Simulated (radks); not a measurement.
Question: Kr V, configuration [Ar] 3d10 4s2 4p1 5p1 (not the ground configuration). Calculated with a radial shooting solver on a logarithmic mesh with Libxc functionals: scalar-relativistic Kohn-Sham, MS2 meta-GGA, spin-polarised, spherical densities, finite nucleus; open shells are filled with parallel spins first; meta-GGA in the generalised Kohn-Sham scheme; Fermi nuclear charge, rms radius 4.1884 fm. Some entries of the table are withheld. Estimate them.

| orbital | occ. | eigenvalue (hartree) | <r^2> (bohr^2) | <r> (bohr) |
|---|---|---|---|---|
| 1s up | 1 | -523.5806 | 0.002316 | 0.04146 |
| 1s down | 1 | -523.5751 | 0.002316 | 0.04146 |
| 2s up | 1 | -71.27002 | 0.03954 | 0.1831 |
| 2s down | 1 | -71.26910 | 0.03954 | 0.1831 |
| 2p up | 3 | -63.14951 | 0.03135 | 0.1601 |
| 2p down | 3 | -63.14495 | 0.03135 | 0.1601 |
| 3s up | 1 | -12.25818 | 0.3197 | 0.5277 |
| 3s down | 1 | -12.25425 | 0.3196 | 0.5277 |
| 3p up | 3 | -9.64387 | 0.3387 | 0.5385 |
| 3p down | 3 | -9.63755 | 0.3383 | 0.5383 |
| 3d up | 5 | -5.37368 | 0.3730 | 0.5516 |
| 3d down | 5 | -5.36280 | 0.3706 | 0.5502 |
| 4s up | 1 | -2.92155 | 2.219 | 1.405 |
| 4s down | 1 | -2.85070 | 2.223 | 1.405 |
| 4p up | 1 | -2.28996 | 2.753 | 1.560 |
| 4p down | 0 | -2.21576 | 2.753 | 1.559 |
| 4d up | 0 | -1.39301 | 4.680 | 2.019 |
| 4d down | 0 | -1.30933 | 4.648 | 2.012 |
| 5s up | 0 | -1.18767 | 10.20 | 3.029 |
| 5p up | 1 | (1) | 12.55 | 3.357 |
| 4f up | 0 | -0.75341 | 10.86 | 3.095 |
| 6p up | 0 | -0.53138 | 37.29 | 5.785 |

Answer: 
(1) 5p up eigenvalue (hartree): -0.99585
